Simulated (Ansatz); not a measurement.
A run for Ansatz (a quantum-chemistry and plane-wave program): R-wB97M-V/def2-TZVPP on C3H4Br2 (SMILES C/C(Br)=C\Br), atoms moved off the minimum.

Ansatz 0.2 input:
```yaml
crystal:
  periodic: [false, false, false]
  atoms:
    - {symbol: C, position_ang: [-1.75382304, -0.62412460, 0.74209893]}
    - {symbol: C, position_ang: [-0.61718760, 0.22401456, 0.18190475]}
    - {symbol: Br, position_ang: [-0.80823323, 2.19510290, 0.14019191]}
    - {symbol: C, position_ang: [0.71051637, -0.12837887, -0.18742290]}
    - {symbol: Br, position_ang: [1.24679788, -2.08157641, -0.25598992]}
    - {symbol: H, position_ang: [-2.00615257, -0.21937395, 1.56271215]}
    - {symbol: H, position_ang: [-1.47621084, -1.67194894, 0.62799341]}
    - {symbol: H, position_ang: [-2.54074039, -0.51714479, -0.12659172]}
    - {symbol: H, position_ang: [1.42725764, 0.49619802, -0.50934235]}
basis:
  gaussian:
    orbitals: def2-TZVPP
hamiltonian:
  xc: {name: wB97M-V}
scf: {lower_state_search: off}
output: {forces: true}
```

The log:

```
WARN ansatz: RAYON_NUM_THREADS=8 ignored (pool sized by the plan → 8); use --threads N
Functional definition: wB97M-V
these checks for a lower state are left out or cut short: stability, starts, cluster_reference, orbital_swaps, neighbouring_geometries, increment
integrals: 0.29 GiB planned
1592 factors; their error is unknown
integrals: 0.33 GiB planned
302 factors; integrals over basis functions are off by at most 3.7e-5 eV
0.35 GiB of the device are held for the grids
1.94 GiB of device memory are held for the factors and their scratch space
mean field: 1.61 GiB planned
mean field evaluation 1: about -143255.7498 eV, gradient 3.5e1 eV
mean field evaluation 2: about -143257.0905 eV, gradient 2.4e1 eV
mean field evaluation 4: about -143258.3874 eV, gradient 1.7e0 eV
mean field evaluation 8: about -143258.3993 eV, gradient 1.5e-1 eV
mean field evaluation 16: about -143258.8941 eV, gradient 5.9e-4 eV
mean field -143258.89414157 eV, -5264.6672553366 hartree, gradient 5.6e-6 eV, S^2 0.000000; 0 other end points of the search recorded, 0 dependent functions left out
the calculation of the forces begins
reference -143258.89418622 eV, -5264.6672569776 hartree; 46, 46 occupied and 199, 199 virtual orbitals, 1592 factors
Total energy: -143258.89418622 eV, -5264.6672569776 hartree
Atom 0 at    -1.753823    -0.624125     0.742099 Å, force     1.704685    -1.497316    -9.764840 eV/Å
Atom 1 at    -0.617188     0.224015     0.181905 Å, force     4.863698    -0.430757    -0.666011 eV/Å
Atom 2 at    -0.808233     2.195103     0.140192 Å, force    -0.258306    -1.308973     0.098230 eV/Å
Atom 3 at     0.710516    -0.128379    -0.187423 Å, force    -6.658779    -3.090209     2.104583 eV/Å
Atom 4 at     1.246798    -2.081576    -0.255990 Å, force    -0.547240     2.012564     0.114732 eV/Å
Atom 5 at    -2.006153    -0.219374     1.562712 Å, force    -2.343837     2.199887     6.188088 eV/Å
Atom 6 at    -1.476211    -1.671949     0.627993 Å, force     0.113724     0.119229     0.913034 eV/Å
Atom 7 at    -2.540740    -0.517145    -0.126592 Å, force     0.808249     0.003435     2.054174 eV/Å
Atom 8 at     1.427258     0.496198    -0.509342 Å, force     2.317806     1.992139    -1.041989 eV/Å
Dipole moment:    -0.202791    -0.029018     0.062745 e Å
Checks for a lower state left out: stability, starts, cluster_reference, orbital_swaps, neighbouring_geometries, increment
```

The run converged.
